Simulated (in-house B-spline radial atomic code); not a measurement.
A run on Al⁻ that did not converge. Method: non-relativistic B3LYP, spin-polarised, spherical fractional occupations, exact exchange averaged over the configuration, point nucleus; computed with an all-electron radial atomic-structure program (B-spline basis).

Command:
```bash
python run_scf.py task.json out
```
Settings:
```
Z                13
configuration    [Ne] 3s2 3p2
hamiltonian      nr
method           b3lyp
spin_polarised   True
exact_exchange   averaged over the configuration
```

First and last ten iterations of the last attempt (damped for 15 steps, keeping 80 % of the old Fock matrix, then DIIS):
```
 iter        energy (Eh)    residual
    1        -241.967668    2.02e-01
    2        -242.202958    7.23e-02
    3        -242.315201    4.77e-02
    4        -242.368735    3.13e-02
    5        -242.179166    1.75e-02
    6        -242.378487    1.62e-02
    7        -242.395791    1.02e-02
    8        -242.404332    6.34e-03
    9        -242.179426    1.91e-02
   10        -242.391874    1.12e-02
  111        -242.396526    8.83e-03
  112        -242.180753    1.96e-02
  113        -242.182188    1.94e-02
  114        -242.183611    1.90e-02
  115        -242.408157    3.79e-03
  116        -242.180236    1.94e-02
  117        -242.181835    1.87e-02
  118        -242.181227    1.88e-02
  119        -242.179563    1.94e-02
  120        -242.182061    1.86e-02
 not converged after 120 iterations
```

The smallest residual met was 2.2e-03; the threshold is about 1e-07. No energy from this run should be used. Cost of the run: 2.9 s on 1 thread of Arm Neoverse V2, with other jobs on the host.
